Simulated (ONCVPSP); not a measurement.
**V (Z = 23): variants of one ONCV potential**

Base potential:

ONCVPSP 4.0.1 input, shortened (lines: element, Z, core and valence counts, functional; n l f; lmax; l rc ep ncon nbas qcut; lloc lpopt rc5 dvloc0; l nproj debl; icmod fcfact rcfact), PBE, scalar-relativistic:

```
  V 23.00    3    4        4      upf
    1    0    2.00
    2    0    2.00
    2    1    6.00
    3    0    2.00
    3    1    6.00
    3    2    3.00
    4    0    2.00
    2
    0    1.65    0.00    4    7    7.00
    1    1.55    0.00    4    9    8.40
    2    2.10    0.00    3    7    6.90
    4    5    1.40    3.00
    0    2    0.40
    1    2    2.90
    2    2    3.20
    1    0.35    0.00
```

All-electron outer shells of the reference configuration (PBE, scalar-relativistic, ld1.x):

```csv
shell,level (eV),outermost node (bohr),outermost maximum (bohr)
2p,-503.16,–,0.21
3s,-70.24,0.38,0.82
3p,-44.04,0.35,0.84
3d,-5.16,–,0.90
4s,-4.70,1.17,2.76
```

Cutoffs, loose and tight: the cutoffs (Ha) at which the residual kinetic energy of the hardest occupied pseudo-wave falls to 1 and 0.1 mHa per electron. They do not see the model core or the augmentation charge, which bear on the density cutoff. Test errors are all-electron minus pseudo excitation energies from the reference, over the configurations 3s2 3p6 3d3 4s1; 3s2 3p6 3d3 4s0; 3s2 3p6 3d2 4s0; 3s2 3p6 3d2 4s2. A dash means not determined; rows that change the core or the reference have their own tests.

```tsv
change	outcome	cutoff, loose	cutoff, tight	bound ghosts	GHOST(+) flags above zero	largest test error (meV)
base	generated	23 Ha	27 Ha	none	none	+173
p: rc 1.56	generated	23 Ha	27 Ha	none	none	+173
all radii but the core radius scaled by about 1.05 (s 1.74, p 1.62, d 2.20 bohr); local potential polynomial inside 1.48 bohr (lpopt 5, dvloc0 3 Ha)	generated	23 Ha	27 Ha	none	none	+194
d: rc 2.28	generated	23 Ha	27 Ha	none	none	+211
d: debl 2.15	generated	23 Ha	27 Ha	none	none	+175
s: ncon 5, nbas 8	generated	23 Ha	27 Ha	none	none	+173
```

Q: What comes out with this change to the base: reference 3s2 3p6 3d3 4s1.75?

A: outcome: generated; cutoff, loose: 23 Ha; cutoff, tight: 27 Ha; bound ghosts: none; GHOST(+) flags above zero: none; largest test error (meV): +1298.

Q: What comes out with this change to the base: d: nproj 1?

A: outcome: generated; cutoff, loose: 23 Ha; cutoff, tight: 27 Ha; bound ghosts: none; GHOST(+) flags above zero: none; largest test error (meV): +153.

Q: What comes out with this change to the base: d: qcut 4.7?

A: outcome: generated; cutoff, loose: 44 Ha; cutoff, tight: 91 Ha; bound ghosts: none; GHOST(+) flags above zero: none; largest test error (meV): +332.
